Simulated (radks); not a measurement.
All-electron atom: Sn XX in [Ar] 3d10 4s2 4p1. All-electron calculation, Dirac Kohn-Sham, BLYP, spin-unpolarised, spherical densities, finite nucleus; open shells fill j = l - 1/2 first; Fermi nuclear charge, rms radius 4.6519 fm. Program: a radial shooting solver on a logarithmic mesh with Libxc functionals.

Normalised radial functions P(r) = r R(r) (large component), r in bohr:

| r | 3p1/2 | 3d5/2 | 4p3/2 |
|---|---|---|---|
| 0.002097 | 0.0153 | 0.0000 | 0.0035 |
| 0.002384 | 0.0183 | 0.0001 | 0.0045 |
| 0.002688 | 0.0218 | 0.0001 | 0.0057 |
| 0.003055 | 0.0262 | 0.0001 | 0.0072 |
| 0.003444 | 0.0312 | 0.0002 | 0.0091 |
| 0.003914 | 0.0377 | 0.0002 | 0.0115 |
| 0.004413 | 0.0451 | 0.0003 | 0.0144 |
| 0.004976 | 0.0541 | 0.0005 | 0.0180 |
| 0.005656 | 0.0657 | 0.0007 | 0.0227 |
| 0.006377 | 0.0789 | 0.0009 | 0.0283 |
| 0.007247 | 0.0959 | 0.0013 | 0.0356 |
| 0.008171 | 0.1151 | 0.0019 | 0.0440 |
| 0.009213 | 0.1382 | 0.0026 | 0.0543 |
| 0.01047 | 0.1676 | 0.0038 | 0.0676 |
| 0.01181 | 0.2004 | 0.0053 | 0.0827 |
| 0.01342 | 0.2417 | 0.0075 | 0.1021 |
| 0.01513 | 0.2873 | 0.0105 | 0.1238 |
| 0.01706 | 0.3399 | 0.0145 | 0.1492 |
| 0.01939 | 0.4043 | 0.0205 | 0.1807 |
| 0.02186 | 0.4728 | 0.0282 | 0.2146 |
| 0.02484 | 0.5540 | 0.0393 | 0.2555 |
| 0.02801 | 0.6368 | 0.0535 | 0.2977 |
| 0.03184 | 0.7304 | 0.0738 | 0.3460 |
| 0.0359 | 0.8199 | 0.0991 | 0.3931 |
| 0.04047 | 0.9068 | 0.1321 | 0.4395 |
| 0.046 | 0.9903 | 0.1779 | 0.4852 |
| 0.05186 | 1.0519 | 0.2329 | 0.5202 |
| 0.05895 | 1.0898 | 0.3070 | 0.5437 |
| 0.06646 | 1.0884 | 0.3931 | 0.5468 |
| 0.07494 | 1.0405 | 0.4970 | 0.5254 |
| 0.08517 | 0.9271 | 0.6285 | 0.4693 |
| 0.09603 | 0.7545 | 0.7709 | 0.3809 |
| 0.1091 | 0.4962 | 0.9407 | 0.2460 |
| 0.1231 | 0.1882 | 1.1121 | 0.0837 |
| 0.1399 | -0.1975 | 1.2997 | -0.1191 |
| 0.1577 | -0.5910 | 1.4696 | -0.3229 |
| 0.1778 | -0.9864 | 1.6214 | -0.5199 |
| 0.2021 | -1.3719 | 1.7481 | -0.6945 |
| 0.2278 | -1.6622 | 1.8197 | -0.7965 |
| 0.259 | -1.8614 | 1.8331 | -0.8106 |
| 0.292 | -1.9241 | 1.7797 | -0.7163 |
| 0.3292 | -1.8633 | 1.6627 | -0.5128 |
| 0.3741 | -1.6780 | 1.4762 | -0.1885 |
| 0.4218 | -1.4221 | 1.2586 | 0.1846 |
| 0.4794 | -1.1054 | 1.0031 | 0.6037 |
| 0.5406 | -0.8091 | 0.7642 | 0.9588 |
| 0.6095 | -0.5469 | 0.5459 | 1.2229 |
| 0.6927 | -0.3269 | 0.3520 | 1.3608 |
| 0.781 | -0.1823 | 0.2143 | 1.3400 |
| 0.8877 | -0.0867 | 0.1138 | 1.1771 |
| 1.001 | -0.0380 | 0.0563 | 0.9381 |
| 1.138 | -0.0135 | 0.0233 | 0.6556 |
| 1.283 | -0.0044 | 0.0089 | 0.4177 |
| 1.446 | -0.0012 | 0.0029 | 0.2362 |
| 1.644 | -0.0002 | 0.0007 | 0.1112 |
| 1.853 | 0.0000 | 0.0002 | 0.0466 |
| 2.106 | 0.0000 | 0.0000 | 0.0152 |
| 2.375 | 0.0000 | 0.0000 | 0.0044 |

3p1/2: eigenvalue -1227.1 eV, 1 radial node at r = 0.131 bohr, <r> = 0.325 bohr, 90 % of the charge inside 0.489 bohr. 3d5/2: eigenvalue -971.12 eV, 0 radial nodes, <r> = 0.309 bohr, 90 % of the charge inside 0.484 bohr. 4p3/2 (empty): eigenvalue -512.18 eV, 2 radial nodes at r = 0.130, 0.398 bohr, <r> = 0.750 bohr, 90 % of the charge inside 1.07 bohr.
